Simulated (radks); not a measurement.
Values are calculated unless marked as measured or tabulated.
All-electron atom: N2+ in [He] 2s2 3d1 (not the ground configuration). Level of theory: non-relativistic Kohn-Sham, PBE, spin-polarised, spherical densities, point nucleus; open shells are filled with parallel spins first (a radial shooting solver on a logarithmic mesh with Libxc functionals). Some entries of the table are withheld. Estimate them.

orbital,occ.,eigenvalue (hartree),r(max) (bohr)
1s down,1,-16.19620,0.1483
1s up,1,-16.19560,0.1483
2s up,1,-2.15702,0.9286
2s down,1,-2.13958,0.9245
3d up,1,-0.43049,(1)

Answer. 
(1) 3d up r(max) (bohr): 2.690
